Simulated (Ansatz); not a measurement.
Program: Ansatz. Geometries: PBE0-D4/def2-TZVP. ΔE: electronic, gas phase. CBS: MP2 limit from def2 TZ/QZ plus the TZ coupled-cluster correction, frozen cores. This one scheme is used for every species, atoms too. Functionals use def2-TZVPP. B3LYP here is the variant with VWN-RPA as its local correlation; programs differ in this. HSE06 is defined as in plane-wave codes. No spin–orbit coupling; open shells (•) take unrestricted orbitals. Spin–orbit coupling would lower the free atoms: a little for C; strongly for In. Elements past krypton have def2 core potentials. Bonds to In are less sure, by a few kJ/mol each and by 10 to 20 or more in all where they break to atoms, as the def2 sets lack core-valence functions.

Consider the atomization: `CC#[N+][InH3-]` → 2 C• + 6 H• + In• + N•.

(1) What is ΔE at CCSD(T)/CBS? (Estimate.)

(2) What do these levels give: LDA (SPW92), revPBE-D4, BLYP-D4, r2SCAN-D4, HSE06-D4, revPBE, BLYP, B3LYP, r2SCAN0, HF/def2-SVP, HF/def2-QZVPP, MP2/def2-QZVPP? (Best estimate.)

Largest T1 diagnostic among the species: 0.015.

Answers

(1) Ansatz gave: +3367.7 kJ/mol.

(2) Computed: LDA (SPW92) 3838.4, revPBE-D4 3336.7, BLYP-D4 3364.9, r2SCAN-D4 3356.2, HSE06-D4 3356.8, revPBE 3289.9, BLYP 3331.0, B3LYP 3340.3, r2SCAN0 3295.9, HF/def2-SVP 2413.9, HF/def2-QZVPP 2399.7, MP2/def2-QZVPP 3357.1 kJ/mol.

From BLYP to BHLYP (50 % exact exchange), in def2-TZVPP and without D4, ΔE moves by −85.9 kJ/mol: exact exchange takes away binding that semilocal exchange gives to molecules. The D4 term adds +25.0 kJ/mol with B3LYP and +13.2 kJ/mol with PBE0; it sums over pairs of atoms, weighted by their polarisabilities, and B3LYP, whose exchange is more repulsive, gets the larger term.

For atomizations the MP2-based limit and the directly extrapolated one differ by several kJ/mol either way, and by 10 to 25 for some Ge, Se and Sn compounds, so smaller differences from it don't rank the levels.
